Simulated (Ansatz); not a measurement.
The molecule AlCu, multiplicity 3 (not the ground state: that is measured with 2S+1 = 1). No spin–orbit coupling. Cu is treated without relativity.

Seven points along R, fitted to fifth degree in 1/R; most abundant isotopes. Runs in def2 and cc sets follow the lowest solution found near the PBE0 minimum.

Correlated levels freeze the inner cores; with def2 sets outer-core shells near the valence are correlated too.

Programs: Ansatz (Gaussian orbitals). Values without a source in brackets are computed.

Energies at CCSD/def2-TZVPP:

```tsv
R (Å)	E (hartree)
2.173822	-1881.59477657
2.232258	-1881.59722223
2.286020	-1881.59858669
2.346793	-1881.59931479
2.407567	-1881.59936283
2.477690	-1881.59877997
2.559500	-1881.59748719
```

### Question
With a reduced mass of 18.8846 u, find the minimum, the force constant and the constants.

### Answer
A fifth-degree polynomial in 1/R puts the minimum at r_e = 2.3815 Å with force constant 68.8 N/m. Then ω_e = (1/2πc)√(k/μ) = 249 cm⁻¹ and B_e = h/(8π²cμr_e²) = 0.1574 cm⁻¹; the cubic and quartic terms give α_e = 0.0015 and ω_e x_e = 2.1 cm⁻¹.

Ansatz is a program for electronic structure.
